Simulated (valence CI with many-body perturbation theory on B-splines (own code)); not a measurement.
**How close is CI+MBPT for Ge?**

Calculated by valence CI with perturbative core correlation (CI+MBPT): four valence electrons over a frozen Dirac-Fock core [Ar] 3d10, a basis of 11 s, 11 p, 9 d, 7 f, 5 g, 2 h, 1 i functions for each j, with the one-electron correlation potential Σ1, the two-electron term Σ2, the three-electron term Σ3, Breit, model QED; selected CI, second order for the rest, scaled by the run's own slope (own B-spline code, finite nucleus).

Set against measurement, 31 paired levels are off by 127 cm⁻¹ on average, the worst by 262. These come from a selection out of the NIST Handbook of Basic Atomic Spectroscopic Data. Levels without a partner in it may be off by more. Among the levels kept, up to 650 cm⁻¹ of a level comes from second order outside the variational space, and about a tenth of that is noise between levels of different J, which matters for small intervals.

Measured levels: NIST Handbook of Basic Atomic Spectroscopic Data (Sansonetti and Martin, J. Phys. Chem. Ref. Data 34, 1559 (2005)). Pairs share parity and J, and are chosen by configuration, term and nearness in energy; levels without a clear partner are left out. Energies in cm⁻¹ above the measured ground level. The last column is blank where CI alone has no clear partner.

Names give the largest LS component (configuration and term), which can be under half, so a name can repeat, a term be missing and a line seem to break the LS rules; names also repeat where a configuration has a term twice.

| Computed label | Label in the source | Measured | Computed | Difference | CI alone, difference |
| --- | --- | --- | --- | --- | --- |
| 4s2 4p2 3P_0 | 4s2 4p2 3P | 0 | 0.0 | 0 | 0 |
| 4s2 4p2 3P_1 | 4s2 4p2 3P | 557.1 | 563.3 | +6 | -46 |
| 4s2 4p2 3P_2 | 4s2 4p2 3P | 1410.0 | 1420.6 | +11 | -102 |
| 4s2 4p2 1D_2 | 4s2 4p2 1D | 7125.3 | 7107.2 | -18 | -147 |
| 4s2 4p2 1S_0 | 4s2 4p2 1S | 16367.3 | 16306.4 | -61 | -366 |
| 4s2 4p 5s 3P°_0 | 4s2 4p 5s 3P° | 37451.7 | 37387.5 | -64 | -848 |
| 4s2 4p 5s 3P°_1 | 4s2 4p 5s 3P° | 37702.3 | 37637.5 | -65 | -851 |
| 4s2 4p 5s 3P°_2 | 4s2 4p 5s 3P° | 39117.9 | 39044.2 | -74 | -978 |
| 4s2 4p 5s 1P°_1 | 4s2 4p 5s 1P° | 40020.6 | 39937.1 | -83 | -944 |
| 4s 4p3 5S°_2 | 4s 4p3 5S° | 41926.7 | 41664.3 | -262 | -3523 |
| 4s2 4p 5p 1P_1 | 4s2 4p 5p 3D | 45985.6 | 45864.8 | -121 | -1026 |
| 4s2 4p 5p 3D_1 | 4s2 4p 5p 1P | 46765.3 | 46646.2 | -119 | -1040 |
| 4s2 4p 5p 3D_2 | 4s2 4p 5p 3D | 46834.4 | 46723.3 | -111 | -1023 |
| 4s2 4p 5p 3P_0 | 4s2 4p 5p 3P | 47502.6 | 47382.6 | -120 | -1032 |
| 4s2 4p 5p 3P_1 | 4s2 4p 5p 3P | 48088.4 | 47967.6 | -121 | -1106 |
| 4s2 4p 5p 3D_3 | 4s2 4p 5p 3D | 48104.1 | 47988.5 | -116 | -1134 |
| 4s2 4p 4d 1D°_2 | 4s2 4p 4d 1D° | 48480.0 | 48291.5 | -189 | -1578 |
| 4s2 4p 5p 3P_2 | 4s2 4p 5p 3P | 48726.1 | 48612.4 | -114 | -1129 |
| 4s2 4p 4d 3D°_2 | 4s2 4p 4d 3D° | 48882.3 | 48693.0 | -189 | -1707 |
| 4s2 4p 4d 3D°_1 | 4s2 4p 4d 3D° | 48962.8 | 48757.3 | -205 | -1840 |
| 4s2 4p 5p 3S_1 | 4s2 4p 5p 3S | 49075.9 | 48955.1 | -121 | -1123 |
| 4s2 4p 4d 3D°_3 | 4s2 4p 4d 3D° | 49144.4 | 48954.3 | -190 | -1727 |
| 4s2 4p 5p 1D_2 | 4s2 4p 5p 1D | 49649.6 | 49536.4 | -113 | -1114 |
| 4s2 4p 4d 3F°_2 | 4s2 4p 4d 3F° | 50069.0 | 49880.4 | -189 | -1621 |
| 4s2 4p 4d 3F°_3 | 4s2 4p 4d 3F° | 50323.5 | 50132.2 | -191 | -1636 |
| 4s2 4p 4d 3F°_4 | 4s2 4p 4d 3F° | 50786.8 | 50609.8 | -177 | -1510 |
| 4s2 4p 5p 1S_0 | 4s2 4p 5p 1S | 51011.4 | 50889.6 | -122 | -1108 |
| 4s2 4p 4d 3P°_2 | 4s2 4p 4d 3P° | 51437.8 | 51270.8 | -167 | -1519 |
| 4s2 4p 4d 3P°_1 | 4s2 4p 4d 3P° | 51705.0 | 51544.7 | -160 | -1505 |
| 4s2 4p 4d 3P°_0 | 4s2 4p 4d 3P° | 51978.2 | 51802.3 | -176 | -1534 |
| 4s2 4p 4d 1F°_3 | 4s2 4p 4d 1F° | 52592.2 | 52457.3 | -135 | -1261 |
| 4s2 4p 4d 1P°_1 | 4s2 4p 4d 1P° | 52847.2 | 52712.1 | -135 | -1232 |

Over 31 excited levels the mean absolute difference is 127 cm⁻¹, the median 121 and the largest 262. For the 31 levels that pair on every rung the mean is CI alone 1204, + Σ1 817, + Σ2 107, + Σ3 101, + Breit 137, + QED 127. The comparison draws on a selection of the measured levels: 32 of the 74 computed ones have a partner in it, and others may be off by more.

Rates against NIST Handbook of Basic Atomic Spectroscopic Data (Sansonetti and Martin, J. Phys. Chem. Ref. Data 34, 1559 (2005)):

```
λ vac, measured (nm)            Upper         Lower  A computed (s⁻¹)  A tabulated (s⁻¹)
              198.83  4s2 4p 4d 3P°_1  4s2 4p2 3P_2          5.66e+07           4.10e+07
              199.89  4s2 4p 4d 3P°_2  4s2 4p2 3P_2          1.37e+08           1.24e+08
              201.97  4s2 4p 4d 3F°_2  4s2 4p2 3P_1          4.57e+07           4.90e+07
              204.24  4s2 4p 4d 3D°_1  4s2 4p2 3P_0          1.64e+08           1.51e+08
              204.44  4s2 4p 4d 3F°_3  4s2 4p2 3P_2          8.04e+07           8.60e+07
              206.93  4s2 4p 4d 3D°_2  4s2 4p2 3P_1          1.57e+08           1.20e+08
              209.49  4s2 4p 4d 3D°_3  4s2 4p2 3P_2          1.72e+08           1.70e+08
              259.33  4s2 4p 5s 3P°_2  4s2 4p2 3P_1          5.72e+07           6.00e+07
              265.20  4s2 4p 5s 3P°_2  4s2 4p2 3P_2          1.62e+08           1.60e+08
              265.24  4s2 4p 5s 3P°_1  4s2 4p2 3P_0          6.44e+07           6.90e+07
              269.21  4s2 4p 5s 3P°_1  4s2 4p2 3P_1          4.63e+07           4.70e+07
              271.04  4s2 4p 5s 3P°_0  4s2 4p2 3P_1          2.11e+08           2.08e+08
              275.54  4s2 4p 5s 3P°_1  4s2 4p2 3P_2          8.58e+07           7.90e+07
              304.00  4s2 4p 5s 1P°_1  4s2 4p2 1D_2          2.06e+08           2.04e+08
              327.04  4s2 4p 5s 3P°_1  4s2 4p2 1D_2          1.94e+07           1.70e+07
```
